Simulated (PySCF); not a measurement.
Write a Z-matrix for InChI=1S/C8H9F3/c1-3-7(4-2)5-6-8(9,10)11/h3-7H,1-2H2/b6-5+ as optimised with PBE0-D3(BJ)/def2-SVP.

Z-matrix in Å and degrees, rows numbered from 1:
```
C 
C   1  1.3320
C   2  1.5106  1  124.86
C   3  1.5029  2  110.38  1  -118.90
C   4  1.3322  3  124.92  2   122.38
C   3  1.5073  2  109.27  1   115.74
C   6  1.3321  3  125.63  2   128.87
C   7  1.4912  6  123.14  3  -179.63
F   8  1.3390  7  111.11  6  -121.88
F   8  1.3397  7  110.92  6   119.56
F   8  1.3352  7  113.02  6    -1.07
H   1  1.0930  2  121.40  3  -179.91
H   1  1.0949  2  121.48  3     0.34
H   2  1.0974  1  119.73  3   179.73
H   3  1.1054  2  107.70  1    -0.15
H   4  1.0978  3  115.65  2   -56.80
H   5  1.0948  4  121.54  3     0.72
H   5  1.0930  4  121.41  3  -179.15
H   6  1.0954  3  115.47  2   -50.86
H   7  1.0936  6  122.25  3     0.90
```

The 7 C–C bonds span 1.332 Å (C1=C2, drawn double) to 1.511 Å (C2–C3, drawn single), a spread of 0.179 Å. Of the pairs four or more bonds apart, C4···H20 is among the closest relative to their van der Waals radii: 2.58 Å, 89 % of the sum of Bondi's values.

Method: PBE0-D3(BJ)/def2-SVP geometry optimisation, gas phase (PySCF 2.14.0).

Point group: C1 (no symmetry element, even within 0.4 Å). No PBE0-D3(BJ)/def2-SVP frequencies stand behind this structure, so it isn't proved a minimum. The numbers are those of one conformer (C1–C2–C3–C4 -119°, C2–C3–C4–C5 122°, C2–C3–C6–C7 129°).
